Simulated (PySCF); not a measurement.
## Orbital energies and ionisation energy

Compound: 1-phenylaziridine, C₈H₉N.
Structure used (PBE0-D3(BJ)/def2-SVP), in Å, numbered top down from 1:
```
atom  x, y, z in Å
C1    -2.543    0.229   -0.191
C2    -1.830    1.127    0.602
C3    -0.477    0.927    0.860
C4     0.188   -0.185    0.323
N5     1.529   -0.423    0.626
C6     2.554    0.564    0.445
C7     2.520   -0.677   -0.379
C8    -0.531   -1.086   -0.475
C9    -1.883   -0.877   -0.727
H10   -3.604    0.390   -0.392
H11   -2.333    1.999    1.027
H12    0.078    1.629    1.487
H13    3.277    0.674    1.260
H14    2.278    1.500   -0.059
H15    3.218   -1.498   -0.180
H16    2.222   -0.566   -1.429
H17   -0.017   -1.957   -0.891
H18   -2.428   -1.589   -1.352
```

Level: wB97X-D/def2-SVPD (PySCF). Frontier orbitals with their largest atomic shares (Löwdin; up to four atoms above 4 %):

| orbital | ε (eV) | main atoms |
| --- | --- | --- |
| HOMO−3 | -11.28 | C4 12 %, N5 11 %, C8 10 %, C3 10 % |
| HOMO−2 | -10.40 | N5 28 %, C1 15 %, C4 12 %, C2 9 % |
| HOMO−1 | -9.03 | C3 20 %, C8 20 %, C9 20 %, C2 20 % |
| HOMO | -7.83 | ? |
| LUMO | 1.54 | C9 18 %, C2 18 %, C3 18 %, C8 18 % |
| LUMO+1 | 1.74 | C1 20 %, C4 20 %, C2 11 %, C9 11 % |
| LUMO+2 | 2.52 | C6 13 %, C7 13 %, H14 6 %, H16 6 % |

Q: What vertical ionisation energy does ΔSCF give, and how far is −ε(HOMO) from it?

A: ΔSCF: 7.87 eV (759 kJ/mol; threshold wavelength 158 nm); ⟨S²⟩ of the doublet left behind is 0.778, against 0.75 for a pure doublet. −ε(HOMO) is 7.83 eV, 0.04 eV below it. In exact Kohn–Sham theory the two would be equal; wB97X-D (range-separated hybrid) comes within 0.04 eV of that here.

Q: On which atoms does the HOMO lie?

A: N5 (aniline-type nitrogen) 26 %, C1 (aromatic CH carbon) 15 %, C4 (aromatic carbon bearing nitrogen) 12 %, C8 (aromatic CH carbon) 9 %, so no atom holds as much as 40 %. The HOMO−1 lies 1.20 eV lower.

Q: With α = 99.7 au, estimate the like-pair dispersion coefficient by London's formula C6 = (3/4)α²I.

A: I = 0.2892 Eh, so C6 ≈ 2160 au, a rough estimate.

Q: What kinetic energy would electrons from this vertical process carry with 118.2 nm light (10.49 eV)?

A: 10.49 − 7.87 = 2.62 eV.

Q: What total energies stand behind the ΔSCF value?

A: E(N) = -364.60107 Eh and E(N − 1) = -364.31192 Eh at the same geometry, 0.28915 Eh apart.

Q: Shift the occupied levels rigidly so that −ε(HOMO) equals the ΔSCF value. What binding energies result?

A: The shift is +0.04 eV: HOMO 7.87, HOMO−1 9.07, HOMO−2 10.44, HOMO−3 11.32 eV. A rigid shift is only a rough guide to the deeper ionisations.

The structure is a single PBE0-D3(BJ)/def2-SVP conformer in the gas phase; no vibrational or solvent corrections.

These values come from a run that also computed excited states and ΔSCF ions. Hardware: an x86-64 server with one thread, on a shared host. Cost: 2.3 min wall.

wB97X-D is run here without its empirical dispersion term; that term would change no orbital, density or response property at a fixed geometry.
